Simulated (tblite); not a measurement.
Compound: C4H12NSi (doublet state).
Atom-mapped SMILES: `[CH3:1][C:2]([CH3:3])([NH2:4])[CH2:5][SiH2:6]` (hydrogens: H7, H8, H9 on C1; H10, H11, H12 on C3; H13, H14 on N4; H15, H16 on C5; H17, H18 on Si6)

Computed geometry: GFN2-xTB, gas phase. This method treats the open shell by occupation alone, without spin polarisation.

List the bond lengths, angles and torsions at this level.

| bond | length (Å) | order |
| --- | --- | --- |
| C1–C2, C2–C3 | 1.533 | single |
| C2–N4 | 1.461 | single |
| C2–C5 | 1.529 | single |
| C5–Si6 | 1.898 | single |
| C1–H7 and 5 like bonds | 1.088 | single |
| N4–H13, N4–H14 | 1.015 | single |
| C5–H15, C5–H16 | 1.092 | single |
| Si6–H17, Si6–H18 | 1.460 | single |

Bonds in one row agree within 0.01 Å and their mean is given. Orders are formal, as drawn. A selection of angles:
| angle | degrees |
| --- | --- |
| C2–C1–H7 | 110.4 |
| C2–C1–H9 | 110.6 |
| H7–C1–H8 | 108.4 |
| H8–C1–H9 | 109.1 |
| C1–C2–C3 | 109.4 |
| C1–C2–N4 | 107.4 |
| C1–C2–C5 | 110.6 |
| C3–C2–N4 | 112.4 |
| N4–C2–C5 | 106.1 |
| C2–N4–H13 | 110.9 |
| C2–N4–H14 | 110.2 |
| H13–N4–H14 | 108.0 |
| C2–C5–Si6 | 110.8 |
| C2–C5–H15 | 109.0 |
| Si6–C5–H15 | 108.9 |
| Si6–C5–H16 | 111.6 |
| H15–C5–H16 | 106.5 |
| C5–Si6–H17 | 111.4 |
| C5–Si6–H18 | 113.4 |
| H17–Si6–H18 | 111.1 |

Torsions: C1–C2–C5–Si6 -74° (synclinal). The mirror-image conformer, all signs reversed, is as good.

N4 (nitrogen bonded to C and 2 H) is pyramidal (angles 110.9°, 110.2° and 108.0°, sum 329.1°, 0.37 Å off the plane of its three neighbours). Si6 (silicon bonded to C and 2 H) is pyramidal (angles 113.4°, 111.4° and 111.1°, sum 335.8°, 0.46 Å off the plane of its three neighbours). Of the pairs four or more bonds apart, Si6···H8 is among the closest relative to their van der Waals radii: 2.93 Å, 89 % of the sum of Bondi's values.

Point group: C1 (no symmetry element, even within 0.4 Å). GFN2-xTB frequencies show an imaginary mode (44i cm⁻¹), so the point is no minimum at that level. Torsions: C1–C2–N4–H -57° and -177°, C1–C2–C5–Si6 -74°, C2–C5–Si6–H -155° and 79°. 3 starts were optimised and ended at 0.00, 0.01 and 1.00 kcal/mol (GFN2-xTB); the lowest of these is shown.
